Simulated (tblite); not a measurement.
Species: C3H5BCl2Si (charge +1 and doublet state).
Numbering: `[CH+:1]=[C:2][SiH2:3][CH2:4][B:5]([Cl:6])[Cl:7]` (hydrogens: H8 on C1; H9, H10 on Si3; H11, H12 on C4)
Bond orders are those of one Lewis drawing.

Computed with GFN2-xTB (tblite), gas phase: L-BFGS steps from a force-field or distance-geometry start until the largest atomic force falls under 0.01 eV/Å.

Step 3: E = -557.5694 eV
```
atom  x, y, z in Å  |  force x, y, z in eV/Å
C1      2.3544    0.5299   -0.9881   -0.629   0.268   0.354
C2      1.4743    1.1585   -0.4029    0.649  -1.193  -0.196
Si3     0.5475    0.4583    1.0476    0.026   0.414   0.120
C4     -0.7368   -0.7645    0.2522   -0.212   0.381  -0.296
B5     -1.8070   -0.0375   -0.7094   -0.433   0.175   0.069
Cl6    -3.0648   -1.1310   -1.2677    0.626   0.421   0.202
Cl7    -1.8603    1.6606   -1.0183    0.168  -0.833   0.095
H8      3.0800   -0.1160   -1.3950    0.402   0.429  -0.496
H9     -0.0403    1.4557    1.8944   -0.255   0.388   0.235
H10     1.4775   -0.4416    1.7603   -0.151  -0.133  -0.008
H11    -1.2608   -1.2478    1.0748    0.024  -0.184  -0.073
H12    -0.1625   -1.5253   -0.2742   -0.215  -0.134  -0.007
```

Step 4: E = -557.6832 eV
```
atom  x, y, z in Å  |  force x, y, z in eV/Å
C1      2.3552    0.5189   -0.9911    0.264  -0.302  -0.248
C2      1.4834    1.1145   -0.3965   -0.331  -0.256   0.313
Si3     0.5541    0.4837    1.0562   -0.312   0.134   0.355
C4     -0.7518   -0.7553    0.2377    0.028   0.156   0.052
B5     -1.8381   -0.0241   -0.7117    0.406  -0.320   0.505
Cl6    -3.0279   -1.1048   -1.2553   -0.160  -0.305  -0.115
Cl7    -1.8510    1.6102   -1.0118    0.106   0.515  -0.135
H8      3.0899   -0.0862   -1.4135    0.693   0.195  -0.707
H9     -0.0521    1.4750    1.9059   -0.219   0.279   0.148
H10     1.4707   -0.4481    1.7601   -0.263  -0.066  -0.038
H11    -1.2560   -1.2544    1.0661   -0.001  -0.067  -0.060
H12    -0.1752   -1.5300   -0.2721   -0.210   0.036  -0.069
```

Step 5: E = -557.7194 eV
```
atom  x, y, z in Å  |  force x, y, z in eV/Å
C1      2.3566    0.5149   -0.9933    0.337  -0.354  -0.284
C2      1.4830    1.1026   -0.3931   -0.262  -0.267   0.255
Si3     0.5509    0.4893    1.0622   -0.315   0.089   0.353
C4     -0.7537   -0.7519    0.2364    0.075   0.043   0.142
B5     -1.8374   -0.0264   -0.7053    0.365  -0.194   0.410
Cl6    -3.0246   -1.1051   -1.2550   -0.183  -0.324  -0.116
Cl7    -1.8481    1.6096   -1.0127    0.099   0.483  -0.124
H8      3.1004   -0.0788   -1.4256    0.565   0.286  -0.636
H9     -0.0569    1.4816    1.9097   -0.218   0.268   0.142
H10     1.4662   -0.4500    1.7595   -0.274  -0.054  -0.028
H11    -1.2553   -1.2562    1.0640    0.000  -0.048  -0.046
H12    -0.1799   -1.5302   -0.2728   -0.189   0.074  -0.067
```

Step 6: E = -557.9393 eV
```
atom  x, y, z in Å  |  force x, y, z in eV/Å
C1      2.3809    0.4610   -1.0240    0.416  -0.186  -0.212
C2      1.4863    0.9610   -0.3603    0.736  -0.628  -0.410
Si3     0.5118    0.5489    1.1340   -0.077  -0.394  -0.061
C4     -0.7694   -0.7268    0.2332    0.591  -0.662   0.928
B5     -1.8314   -0.0388   -0.6401   -0.232   0.777  -0.604
Cl6    -2.9901   -1.1128   -1.2527   -0.326  -0.386  -0.095
Cl7    -1.8155    1.6030   -1.0224    0.010   0.294  -0.017
H8      3.2104    0.0184   -1.5612   -0.644   0.736   0.128
H9     -0.1132    1.5590    1.9529   -0.159   0.144   0.035
H10     1.4106   -0.4703    1.7544   -0.368   0.104   0.130
H11    -1.2465   -1.2754    1.0401   -0.113  -0.038   0.316
H12    -0.2327   -1.5279   -0.2800    0.167   0.240  -0.139
```

Problem. Estimate the geometry and energy of step 7. (The exact step hangs on the optimiser's Hessian estimate; all steps are aligned on step 6, rigid shifts and turns removed.)

Solution. E = -557.9947 eV, largest force 0.916 eV/Å
```
atom  x, y, z in Å  |  force x, y, z in eV/Å
C1      2.3896    0.4516   -1.0312    0.298  -0.082  -0.137
C2      1.4933    0.9349   -0.3589    0.637  -0.603  -0.265
Si3     0.5051    0.5522    1.1429   -0.023  -0.285  -0.187
C4     -0.7641   -0.7296    0.2437    0.311  -0.414   0.665
B5     -1.8318   -0.0334   -0.6367   -0.168   0.605  -0.537
Cl6    -2.9902   -1.1195   -1.2540   -0.196  -0.242  -0.026
Cl7    -1.8109    1.6084   -1.0244   -0.001   0.190   0.006
H8      3.2201    0.0391   -1.5800   -0.544   0.619   0.080
H9     -0.1230    1.5716    1.9593   -0.088   0.045  -0.050
H10     1.3981   -0.4718    1.7552   -0.323   0.077   0.185
H11    -1.2471   -1.2791    1.0412   -0.140  -0.099   0.405
H12    -0.2379   -1.5251   -0.2832    0.239   0.187  -0.138
```

The energy changes by -0.0554 eV. The first-order estimate −F·Δx gives -0.0634 eV and the mean of the old and new forces, exact on a quadratic surface, -0.0554 eV. The step makes an angle of 60° with the force vector and moves no atom by more than 0.030 Å.

What follows is the cost of the whole relaxation. Time: 2.5 s wall. Hardware: an AMD EPYC with one thread, no GPU, shared host.
